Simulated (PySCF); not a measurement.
C₂HCl₂, SMILES [CH]=C(Cl)Cl, multiplicity 2.

Geometry optimised at PBE-D3(BJ)/def2-SVP. The isomer is the one that the SMILES or the coordinates give; other isomers of the formula were not compared.

These are PBE-D3(BJ)/def2-SVP (PySCF) values and carry that method's errors.

Frequencies are harmonic and unscaled.

Computed harmonic wavenumbers and intensities:
| mode | ν (cm⁻¹) | IR (km/mol) | moving atoms (share of kinetic energy) |
|---|---|---|---|
| 1 | 280 | 1.1 | Cl 77 %, C 20 % |
| 2 | 319 | 5.5 | C 39 %, H 31 %, Cl 30 % |
| 3 | 446 | 3.0 | C 87 %, H 8 % |
| 4 | 557 | 50.0 | H 79 %, C 20 % |
| 5 | 563 | 41.8 | C 44 %, Cl 40 %, H 16 % |
| 6 | 646 | 18.6 | C 46 %, H 36 %, Cl 18 % |
| 7 | 816 | 186.0 | C 78 %, H 12 %, Cl 10 % |
| 8 | 1621 | 56.1 | C 95 % |
| 9 | 3255 | 27.2 | H 90 %, C 10 % |
